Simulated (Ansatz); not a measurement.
Reaction (substitution at a C–C bond): `CCC1CCCCC1` + `NCF` → `CNCF` + `CC1CCCCC1`

Program: Ansatz. Geometries: PBE0-D4/def2-TZVP. ΔE: electronic, gas phase. CBS: MP2 limit from def2 TZ/QZ plus the TZ coupled-cluster correction, frozen cores. DFT in def2-TZVPP. Each species was taken in one conformer, which may not be the lowest.

```tsv
species	ωB97X-V energy (Eh)
`CCC1CCCCC1`	-314.54034
`NCF`	-195.12772
`CNCF`	-234.43506
`CC1CCCCC1`	-275.22355
```

(1) Work out ΔE.

Largest T1 diagnostic among the species: 0.011.

Answers

(1) ΔE = (-234.43506) + (-275.22355) − (-314.54034) − (-195.12772) = 0.00945 Eh = +0.26 eV. CCSD(T)/CBS gives +0.29 eV.

In def2-TZVPP, CCSD(T) changes the Hartree–Fock value by +0.07 eV (the triples alone add +0.01 eV) and MP2 by +0.10 eV. The D4 term adds +0.03 eV with B3LYP and +0.02 eV with PBE0; it sums over pairs of atoms, weighted by their polarisabilities, and B3LYP, whose exchange is more repulsive, gets the larger term.

B3LYP here is the variant with VWN-RPA as its local correlation; programs differ in this.
